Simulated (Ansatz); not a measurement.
## Match the barriers

Saddle point of BH5SO2, closed shell (BH₃O₂ ([OH][BH][OH]) + H₂S → BH₃SO₂ ([OH][B]([OH])[SH]) + H₂; bonds formed: B1–S6, H2–H5; bonds broken: B1–H2, H5–S6), PBE0-D4/def2-TZVP structure:

```
atom    x (Å)    y (Å)    z (Å)
  B1   0.3510  -0.1429  -0.1605
  H2   1.1648   0.7105   0.5102
  O3   0.2769   0.3651  -1.4345
  O4   0.6637  -1.4665   0.0690
  H5   0.2409   0.8227   0.9104
  S6  -1.3893   0.4190   1.0390
  H7  -0.0223  -0.3057  -2.0537
  H8   0.4177  -1.8141   0.9267
  H9  -1.7035   1.4117   0.1933
```

Program: Ansatz 0.2.0. Basis: def2-TZVPP, with def2-QZVPP for the basis limit. Cores are frozen in the correlated methods. B3LYP uses VWN-RPA correlation. Extrapolation: Hartree–Fock as exp(−7.88 √X), correlation as X^−2.97. Four methods, as single points on the PBE0-D4 structures, gave these electronic barriers from the start structure: 24.83, 41.83, 44.15, 61.59 kcal/mol.

(1) The methods were, in alphabetical order, B3LYP-D4, CCSD(T), HF, SPW92. Which gave which? (A judgement: the text doesn't fix the answer.)

No T1 diagnostic of these runs exceeds 0.013.

## Answers

(1) Computed: SPW92 24.83; B3LYP-D4 41.83; CCSD(T) 44.15; HF 61.59 kcal/mol. For comparison, CCSD(T) at an estimated basis limit (MP2 extrapolated from triple and quadruple zeta, plus CCSD(T) − MP2 in triple zeta) gives 43.45 kcal/mol.

Labels in which every atom is bracketed show which atoms are joined, not bond orders.

For scale, one of the runs: CCSD(T)/def2-TZVPP, 205 basis functions, launched by `ansatz run in.yaml --threads 4 --pin off --events-out ev --progress --plain --max-ram 9574MiB`. Time: 78 s of wall clock on 4 CPU threads of an AMD EPYC 7R43; the host was shared. Peak host memory: 2.7 GiB.
